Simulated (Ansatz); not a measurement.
Sn₂Au. Charge 0, multiplicity 4. Geometry B3LYP-D4/def2-TZVP; atoms count from 1.

```
atom   x (Å)   y (Å)   z (Å)
 Au1   0.962  -0.107  -0.973
 Sn2  -0.007  -1.404   1.116
 Sn3  -0.956   1.511  -0.143
```

In the def2 sets Au, Sn take a core potential; there is no spin–orbit coupling. At PBE0-D4/def2-TZVP a doublet of charge 0 lies 0.87 eV below the quartet, each at its own geometry. The structure comes from a short search, and lower isomers may exist.

(1) Estimate the Mulliken populations from the PBE0/def2-TZVP orbitals of Ansatz.

(2) Where does the spin sit?

(3) And the Mayer bond orders between bonded heavy atoms (over 0.3)?

Results:

(1) 
```json
{"atom": "Au1", "charge (e)": "0.19", "spin (α − β)": "0.11", "d electrons": "9.63"}
{"atom": "Sn2", "charge (e)": "-0.09", "spin (α − β)": "1.44", "d electrons": "–"}
{"atom": "Sn3", "charge (e)": "-0.09", "spin (α − β)": "1.44", "d electrons": "–"}
```
Mulliken values and Mayer orders depend strongly on the basis.

(2) Summed by element: Au 0.11, Sn 2.89, of 3 unpaired in all. Largest on single atoms: Sn2 1.44, Sn3 1.44, Au1 0.11.

(3) Au1–Sn2 0.83 (2.64 Å); Au1–Sn3 0.83 (2.64 Å); Sn2–Sn3 1.07 (3.31 Å).
